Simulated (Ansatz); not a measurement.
Cost and result for the atomization energy of CH$_{7}$FO$_{3}$Si$_{2}$ (`O[SiH](O)C[SiH](O)F`) (14 atoms, 13 bonds).

Cartesian coordinates in Å:
```
O 1.684 0.224 -1.490
Si 0.140 0.680 -1.201
O -0.948 -0.534 -1.528
C -0.148 1.027 0.600
Si -0.019 -0.529 1.603
O -1.152 -1.606 1.156
F 1.456 -1.104 1.289
H 2.077 -0.379 -0.853
H -0.097 1.821 -2.114
H -0.978 -0.869 -2.425
H -1.145 1.458 0.740
H 0.587 1.761 0.944
H -0.099 -0.368 3.067
H -1.357 -1.581 0.212
```

The species carries charge 0 and has multiplicity 1. The geometry is a stationary point of PBE0-D4/def2-TZVP. It is one conformer, not always the lowest. Program: Ansatz. All runs use 2 threads of an AMD EPYC 7R13 on a shared host and a share of an NVIDIA H100 80 GB. Times are those of one run each, without the atoms' runs, and a repeat can differ threefold. Electronic energies, without spin–orbit coupling; frozen cores. CCSD(T)/CBS adds CCSD(T) − MP2 in def2-TZVPP to the MP2 limit, and its time is that of the two runs behind it. T1 = 0.012. B3LYP takes the VWN-RPA correlation (the form of Gaussian; ORCA's B3LYP/G).

CCSD(T)/CBS is a level of theory with its own doubt, some kJ/mol a heavy atom from the limit and from the frozen cores, so smaller differences don't rank the functionals.

```
                             level  functions  wall time
                PBE0-D4/def2-TZVPP        337      2.1 s
   PBE-D4/def2-TZVPP (with forces)        337      2.5 s
r2SCAN-D4/def2-TZVPP (with forces)        337      2.5 s
 B3LYP-D4/def2-TZVPP (with forces)        337      2.6 s
                 B2PLYP/def2-TZVPP        337      2.6 s
                ωB97X-V/def2-TZVPP        337      2.8 s
  ωB97M-V/def2-TZVPP (with forces)        337      3.6 s
                    MP2/def2-QZVPP        635      5.5 s
                CCSD(T)/def2-TZVPP        337       14 s
                 CCSD(T)/CBS(def2)          –       19 s
```

What atomization energy does each give, and how far from CCSD(T)/CBS? (Best estimate.)

Ansatz gave: 
```csv
level,atomization (kJ/mol),difference from CCSD(T)/CBS,per bond
PBE0-D4/def2-TZVPP,5517.4,-93.9,-7.2
PBE-D4/def2-TZVPP (with forces),5624.2,12.9,1.0
r2SCAN-D4/def2-TZVPP (with forces),5586.1,-25.2,-1.9
B3LYP-D4/def2-TZVPP (with forces),5545.0,-66.3,-5.1
B2PLYP/def2-TZVPP,5509.2,-102.1,-7.9
ωB97X-V/def2-TZVPP,5591.5,-19.8,-1.5
ωB97M-V/def2-TZVPP (with forces),5598.4,-12.9,-1.0
MP2/def2-QZVPP,5686.4,75.1,5.8
CCSD(T)/def2-TZVPP,5443.6,-167.7,-12.9
CCSD(T)/CBS(def2),5611.3,0.0,0.0
```

The D4 term adds +58.1 kJ/mol with B3LYP and +30.8 kJ/mol with PBE0; it sums over pairs of atoms, weighted by their polarisabilities, and B3LYP, whose exchange is more repulsive, gets the larger term. In def2-TZVPP, CCSD(T) changes the Hartree–Fock value by +1392.4 kJ/mol (the triples alone add +80.5 kJ/mol) and MP2 by +1534.3 kJ/mol; breaking electron pairs costs correlation energy, which Hartree–Fock lacks. From PBE to PBE0 (25 % exact exchange), in def2-TZVPP and without D4, the atomization energy moves by −101.4 kJ/mol: exact exchange takes away binding that semilocal exchange gives to molecules.
